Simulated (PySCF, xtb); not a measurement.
H3NO3W, SMILES [O]=[W]([NH2])(=[O])[OH], multiplicity 1.

xtb 6.7.1 with GFN2-xTB at its own geometry gives an orbital gap of 4.49 eV and a dipole moment of 6.48 D.

Geometry: B3LYP-D3(BJ)/def2-SVP. A frequency run showed that this geometry is not a minimum. The multiplicity is an assumed one; no other spin state was optimised. The structure was generated by enumeration; whether it is a known compound was not checked. The def2 effective core potentials stand for the cores of W; spin–orbit coupling is left out. Other conformers were not sampled.

Task: What does PBE/def2-TZVP in PySCF give? (The exact figures need the calculation; the answer reports its results.)

Result: gap 4.89 eV (levels -7.07 and -2.18 eV), dipole 3.11 D.
